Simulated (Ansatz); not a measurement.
Isolated molecules relaxed with PBE0-D4/def2-TZVP in Ansatz; ΔE leaves out vibrations. CCSD(T)/CBS adds triple-zeta CCSD(T) − MP2 to the extrapolated MP2 energy (def2 sets, frozen cores). This one scheme is used for every species. Functionals use def2-TZVPP. No spin–orbit coupling; open shells (•) take unrestricted orbitals. Elements past krypton have def2 core potentials. For Sn outer-core shells are correlated without core-valence functions, which leaves a few kJ/mol of doubt a bond.

Consider the hydrogen abstraction from the Sn–H bond: `C#[C][SnH3]` + `[CH3]`• → `C#[C][SnH2]`• + CH₄.

Q: Is it downhill or uphill in electronic energy at CCSD(T)/CBS, and by how much? (Best estimate.)

A: Ansatz gave: Downhill: ΔE = -131.1 kJ/mol.

Q: What do these levels give: LDA (SPW92), CAM-B3LYP-D4, B2PLYP, RPA@PBE/def2-TZVPP, MP2/def2-TZVPP, HF/CBS(def2)? (Best estimate.)

A: Ansatz gave: LDA (SPW92) -162.6, CAM-B3LYP-D4 -134.3, B2PLYP -137.5, RPA@PBE/def2-TZVPP -127.2, MP2/def2-TZVPP -133.0, HF/CBS(def2) -104.6 kJ/mol.

Largest T1 diagnostic among the species: 0.019.

Leaving LDA and LC-ωPBE aside and taking each functional with its dispersion term where it has one, the values, not all of them listed here, spread over 18.8 kJ/mol, from PBE-D4 to BHLYP-D4. LDA lies −14.1 kJ/mol from PBE without D4. From BLYP to BHLYP (50 % exact exchange), in def2-TZVPP and without D4, ΔE moves by +15.9 kJ/mol.
